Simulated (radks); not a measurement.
Fractional charge and spin in the 2s shell of beryllium: the spin-up occupation runs from 0 to 1 and the spin-down occupation from 0 to 1; the fullest corner is Be, [He] 2s(up 1, down 1). Method: non-relativistic Kohn-Sham, PBE, spin-polarised, spherical densities, point nucleus; computed with a radial shooting solver on a logarithmic mesh with Libxc functionals. Energy (eV) minus the two flat planes that join the four corners (they meet along the diagonal where the two added fractions sum to one electron); zero is where a piecewise linear energy would lie.

\begin{tabular}{lrrrrr}
down \ up & 0 & 0.25 & 0.5 & 0.75 & 1 \\ \hline
0 & 0.000 & -0.698 & -0.967 & -0.743 & 0.000 \\
0.25 & -0.698 & -0.767 & -0.416 & 0.420 & -0.616 \\
0.5 & -0.967 & -0.416 & 0.552 & -0.384 & -0.838 \\
0.75 & -0.743 & 0.420 & -0.384 & -0.738 & -0.634 \\
1 & 0.000 & -0.616 & -0.838 & -0.634 & 0.000 \\
\end{tabular}

Corners above the fullest one (they belong to Be+ and the next ion): (up 1, down 0) 8.997 eV, (up 0, down 1) 8.997 eV, (up 0, down 0) 27.494 eV. With half an added electron in each spin the energy lies 0.552 eV from the planes (fractional-spin error, the static-correlation error of a stretched bond), and with half an added electron in spin up alone -0.967 eV (fractional-charge error). For a frontier s shell over closed shells the exact functional lies on the planes.
